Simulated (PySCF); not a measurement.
# Which basis set comes closest?

Molecule: SMILES COc1ccco1, C5H6O2.

Cartesian coordinates in Å; atom numbers follow the order of the lines, from 1:
```xyz
13

C    -2.043    0.443    0.291
O    -1.140   -0.630    0.434
C     0.152   -0.344    0.532
C     1.233   -1.168    0.668
C     2.362   -0.286    0.723
C     1.881    0.980    0.618
O     0.520    0.946    0.500
H    -2.001    1.124    1.157
H    -1.836    1.026   -0.621
H    -3.042   -0.002    0.224
H     1.214   -2.252    0.720
H     3.407   -0.569    0.829
H     2.334    1.967    0.608
```

Geometry PBE0-D3(BJ)/def2-SVP throughout; GIAO in PySCF, gas phase, one conformer, non-relativistic; equivalent atoms averaged; functional PBE0.

Reference values (estimated from measurements, as parent shift plus tabulated substituent increments; solution, not stated per compound (mostly CDCl3 or CCl4); Pretsch, Buehlmann, Badertscher, Structure Determination of Organic Compounds, 4th ed. (2009)): δ(H11) = 5.12 ppm, δ(H12) = 6.24 ppm, δ(H13) = 6.85 ppm. Computed shifts are taken against TMS, calculated as an isolated molecule at each level.

How do the basis sets STO-3G, pcSseg-0, 6-31G, 6-31G*, cc-pVDZ, def2-SVP, pcSseg-1, aug-cc-pVDZ, 6-311+G(2d,p), def2-TZVP, cc-pVTZ, IGLO-III perform against the reference? Times are CPU seconds on shared hosts with different chips, so compare them loosely.

Answers


```csv
basis set,functions,H11,H12,H13,mean abs. error H,core-s
STO-3G,41,4.67,5.50,5.98,0.69,3.4
pcSseg-0,75,5.23,6.29,6.81,0.07,5.4
6-31G,75,5.32,6.30,6.89,0.10,6.8
6-31G*,110,4.87,6.07,6.59,0.23,11
cc-pVDZ,128,5.06,6.22,6.67,0.09,16
def2-SVP,128,5.05,6.17,6.45,0.18,17
pcSseg-1,149,5.36,6.43,6.81,0.16,16
aug-cc-pVDZ,215,5.23,6.51,7.05,0.19,33
"6-311+G(2d,p)",225,5.21,6.47,6.91,0.13,31
def2-TZVP,253,5.23,6.51,6.94,0.16,44
cc-pVTZ,294,5.22,6.45,6.89,0.12,55
IGLO-III,305,5.23,6.45,6.94,0.14,58
```

For $^{1}$H the closest is pcSseg-0 (0.07 ppm, with cc-pVDZ practically level) and the furthest STO-3G (0.69 ppm). Where a smaller basis beats a larger one, errors probably cancel. One molecule is a small sample, and vibrational and solvent effects are absent from the calculation.

A small basis that lands close on one nucleus may do so by chance; judge by the trend and by all nuclei.
